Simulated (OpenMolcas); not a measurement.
An OpenMolcas run meant for Ta3+ (ANO-R2, X2C; inactive shells 1s 2s 2p 3s 3p 3d 4s 4p 4d 4f 5s 5p; intended active space 2 electrons in 10 orbitals (5d 6d)). One step of its input:

```
&RASSCF
FileOrb=start.orb
Symmetry=1
Spin=3
nActEl=3 0 0
Inactive=15 19
Ras2=10 0
CIRoot=22 22 1
SDav=45
CIMx=300
Iter=75 100
PrWF=0.3
OrbListing=Nothing
MaxOrb=0
Atom
CIOnly
>>> COPY $Project.JobIph JOB001
```

Lines from the output:

```
--- SEWARD ---
Basis set label: TA.ANO-R...8S6P5D3F1G.

      Electronic valence basis set:
      ------------------
      Associated Effective Charge  73.000000 au
      Associated Actual Charge     73.000000 au
      Nuclear Model: Finite nucleus - Gaussian distribution
        Gaussian exponent, Xi/bohr**(-2):  1.49593E+08

      Shell  nPrim  nBasis  Cartesian Spherical Contaminant
         s      25       8        X
         p      20       6        X
         d      15       5                 X
         f      10       3                 X
         g       4       1                 X
                  Relativistic X2C integrals
                  Atomic mean-field integrals
--- RASSCF ---

 Nr of active orbitals     NAC=  10
 Spin degeneracy         ISPIN=   3
 There can be no such wave function.
 ************************************************
--- Stop Module: rasscf at  /rc=_RC_INPUT_ERROR_ ---
.####################.
.# User input error #.
.####################.
```

What is wrong with the input?

nActEl holds one electron too many for this ion, which clashes with the multiplicity.
